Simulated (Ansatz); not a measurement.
Relaxation of CH$_{5}$FOS$_{2}$Si (11 atoms, charge 0, multiplicity 1), to a largest force component of 0.02 eV/Å in at most 40 steps.

All numbers below come from RKS B3LYP-D4/STO-3G (Ansatz 0.2.0).

```xyz
11
Properties=species:S:1:pos:R:3
O 1.113 -0.744 1.107
C 0.011 -0.387 0.179
S -0.086 -1.724 -1.076
S -1.493 -0.365 1.093
Si 0.157 1.256 -0.781
F 0.133 2.497 0.287
H 1.621 -1.375 0.645
H -0.685 -2.564 -0.284
H -1.172 0.541 2.056
H 1.440 1.339 -1.498
H -0.973 1.468 -1.708
```

Q: Where does it end, and by what steps?

A: The run converged. The force dipped under the threshold on the way, but the program's further checks kept it going. Limits of this set-up: minimal basis. After 21 steps the energy has fallen by 0.792 eV; H10 moved furthest, 0.89 Å.

```json
{"step": "0", "energy less start (eV)": "0.0000", "largest force component (eV/Å)": "4.700", "accepted": "yes"}
{"step": "1", "energy less start (eV)": "-0.5850", "largest force component (eV/Å)": "0.985", "accepted": "yes"}
{"step": "2", "energy less start (eV)": "-0.6459", "largest force component (eV/Å)": "0.283", "accepted": "yes"}
{"step": "3", "energy less start (eV)": "-0.6555", "largest force component (eV/Å)": "0.364", "accepted": "yes"}
{"step": "4", "energy less start (eV)": "-0.6690", "largest force component (eV/Å)": "0.547", "accepted": "yes"}
{"step": "5", "energy less start (eV)": "-0.6811", "largest force component (eV/Å)": "0.424", "accepted": "yes"}
{"step": "6", "energy less start (eV)": "-0.6942", "largest force component (eV/Å)": "0.157", "accepted": "yes"}
{"step": "7", "energy less start (eV)": "-0.6943", "largest force component (eV/Å)": "0.143", "accepted": "yes"}
{"step": "8", "energy less start (eV)": "-0.6993", "largest force component (eV/Å)": "0.071", "accepted": "yes"}
{"step": "9", "energy less start (eV)": "-0.7011", "largest force component (eV/Å)": "0.079", "accepted": "yes"}
{"step": "10", "energy less start (eV)": "-0.7037", "largest force component (eV/Å)": "0.113", "accepted": "yes"}
{"step": "11", "energy less start (eV)": "-0.7093", "largest force component (eV/Å)": "0.690", "accepted": "yes"}
{"step": "12", "energy less start (eV)": "-0.7266", "largest force component (eV/Å)": "1.023", "accepted": "yes"}
{"step": "13", "energy less start (eV)": "-0.7556", "largest force component (eV/Å)": "0.631", "accepted": "yes"}
{"step": "14", "energy less start (eV)": "-0.7571", "largest force component (eV/Å)": "0.858", "accepted": "yes"}
{"step": "15", "energy less start (eV)": "-0.7818", "largest force component (eV/Å)": "0.292", "accepted": "yes"}
{"step": "16", "energy less start (eV)": "-0.7861", "largest force component (eV/Å)": "0.111", "accepted": "yes"}
{"step": "17", "energy less start (eV)": "-0.7890", "largest force component (eV/Å)": "0.047", "accepted": "yes"}
{"step": "18", "energy less start (eV)": "-0.7907", "largest force component (eV/Å)": "0.128", "accepted": "yes"}
{"step": "19", "energy less start (eV)": "-0.7914", "largest force component (eV/Å)": "0.052", "accepted": "yes"}
{"step": "20", "energy less start (eV)": "-0.7918", "largest force component (eV/Å)": "0.014", "accepted": "yes"}
{"step": "21", "energy less start (eV)": "-0.7919", "largest force component (eV/Å)": "0.014", "accepted": "yes"}
```

```xyz
11
Properties=species:S:1:pos:R:3
O 1.268 -1.000 0.818
C -0.001 -0.513 0.226
S -0.626 -1.723 -1.049
S -1.138 -0.282 1.666
Si 0.193 1.220 -0.625
F -0.656 2.247 0.370
H 1.815 -1.255 -0.019
H -0.793 -2.742 -0.160
H -1.189 1.083 1.418
H 1.579 1.640 -0.670
H -0.386 1.270 -1.954
```

Whether the end is a true minimum wasn't checked by a vibrational analysis.

Run time: 48 s on 1 thread of Intel(R) Xeon(R) 6975P-C (Granite Rapids), with other jobs on the host, peak memory 0.2 GiB.
